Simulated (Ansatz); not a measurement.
This geometry of ClGaH4S (7 atoms, charge 0, multiplicity 1) is a first-order saddle point.

Computed with Ansatz 0.2.0, RKS PBE0/def2-SVP.

```xyz
7
Properties=species:S:1:pos:R:3
Ga 0.091 -0.368 -0.164
Cl -0.076 -0.077 2.358
H 1.490 0.230 -0.490
H -1.336 -0.008 -0.672
S 0.289 -2.609 0.500
H -1.034 -2.877 0.429
H 0.098 -1.439 1.904
```

Q: Which two structures does it join? (They come from a converged band through this point; their orientation in space is the band's.)

A: Bonds broken: Ga1–Cl2, S5–H7. Bonds formed: Cl2–H7.

First end point:

```xyz
7
Properties=species:S:1:pos:R:3
Ga 0.010 -0.015 0.027
Cl -0.441 0.431 2.133
H 1.504 0.227 -0.365
H -1.245 -0.028 -0.907
S 0.178 -2.615 0.435
H -1.105 -2.737 0.844
H 0.621 -2.411 1.697
```

Last end point:

```xyz
7
Properties=species:S:1:pos:R:3
Ga 0.092 -0.469 -0.260
Cl -0.033 -0.027 2.482
H 1.470 0.212 -0.509
H -1.339 0.003 -0.663
S 0.271 -2.650 0.349
H -1.055 -2.909 0.302
H 0.116 -1.307 2.163
```

Q: How far does it lie above each of them?

A: 0.56 eV above the first and 0.03 eV above the second. This is the barrier of this one path; another mechanism may lie lower. The orbitals stay closed-shell, which can raise the energy where a bond breaks towards radicals; this wasn't checked here.

Time of the run: 2.6 min on 2 threads of Arm Neoverse V2 (shared host), peak memory 0.2 GiB.
